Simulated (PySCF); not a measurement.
Atom-mapped SMILES (the numbers label the heavy atoms): `[CH2:1]=[CH:2][P:3]1(=[S:4])[CH2:5][CH2:6][S:7][CH2:8][CH2:9]1`. Hydrogens are named by the atom that carries them. Ha(C1) is cis to P3; Hb(C1) is trans to P3.

Theoretical values (PySCF 2.14.0 with density-fitted response routines): PBE0-D3(BJ)/def2-SVP structure, shieldings: GIAO PBE0/pcSseg-1. Isolated molecule, rapidly exchanging positions averaged, a single conformation, non-relativistic Hamiltonian.

Chemical shifts δ = σref − σ; 13C, 1H vs TMS; 31P vs H3PO4; CS2 for 33S, all at this level.

```json
{"atoms": "H(C2)", "nucleus": "1H", "count": "1", "δ (ppm)": "6.18"}
{"atoms": "C5/C9", "nucleus": "13C", "count": "2", "δ (ppm)": "?"}
{"atoms": "C2", "nucleus": "13C", "count": "1", "δ (ppm)": "139.5"}
{"atoms": "Ha(C1)", "nucleus": "1H", "count": "1", "δ (ppm)": "7.13"}
{"atoms": "C6/C8", "nucleus": "13C", "count": "2", "δ (ppm)": "28.1"}
{"atoms": "C1", "nucleus": "13C", "count": "1", "δ (ppm)": "?"}
{"atoms": "P3", "nucleus": "31P", "count": "1", "δ (ppm)": "?"}
{"atoms": "S7", "nucleus": "33S", "count": "1", "δ (ppm)": "-1"}
{"atoms": "Ha(C6)/Hb(C8)", "nucleus": "1H", "count": "2", "δ (ppm)": "2.28"}
{"atoms": "Hb(C6)/Ha(C8)", "nucleus": "1H", "count": "2", "δ (ppm)": "3.61"}
{"atoms": "Hb(C5)/Hb(C9)", "nucleus": "1H", "count": "2", "δ (ppm)": "1.53"}
{"atoms": "Hb(C1)", "nucleus": "1H", "count": "1", "δ (ppm)": "6.67"}
{"atoms": "Ha(C5)/Ha(C9)", "nucleus": "1H", "count": "2", "δ (ppm)": "?"}
{"atoms": "S4", "nucleus": "33S", "count": "1", "δ (ppm)": "-306"}
```

Q: Estimate the values marked ?.

A: 
- C1: 148.8 ppm, terminal =CH2 carbon; the olefinic region
- C5/C9: 36.5 ppm, sp3 CH2 bonded to P
- Ha(C5)/Ha(C9): 1.80 ppm, hydrogen on an sp3 CH2 bonded to P
- P3: 11.1 ppm, phosphorus bonded to 3 C, S, in a 6-membered ring

Shifts are as computed. Against solution values, carbons near 30 ppm lie about +2 ppm off and those near 130 ppm about +5 ppm; carbons on S a further +3 ppm. Of 1211 compounds with measured shifts, 218 miss one by over three times the rms of a fit or turn the order of signals round; such compounds aren't used in these exercises. Experimental scales use liquid or dissolved standards, which lie at an offset from isolated H3PO4.
